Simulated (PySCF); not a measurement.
**How methods differ on the excitation energy of Cd²⁺**

Cd²⁺ [Kr] 4d10 (1S) → Cd²⁺ [Kr] 4d9 5p1 (high-spin determinant), as a difference of total energies. All numbers are calculated (PySCF 2.14, scalar relativity through the core potential, in def2-QZVPPD with the def2 core potential (28 electrons)). Correlated levels: valence: 4s2 4p6 frozen. The calculations carry no spin-orbit coupling.

```tsv
method	excitation energy (eV)
UHF	16.406
MP2 (valence)	17.664
SCS-MP2 (valence)	17.620
CCSD (valence)	17.368
CCSD(T) (valence)	17.410
```

Question: How much does correlation contribute at CCSD(T) (valence)?

Answer: 17.410 − (16.406) = 1.004 eV, measured against UHF.

The determinant of the upper state mixes LS terms, which raises its energy above the lowest term, most at the Hartree-Fock and MP2 levels.
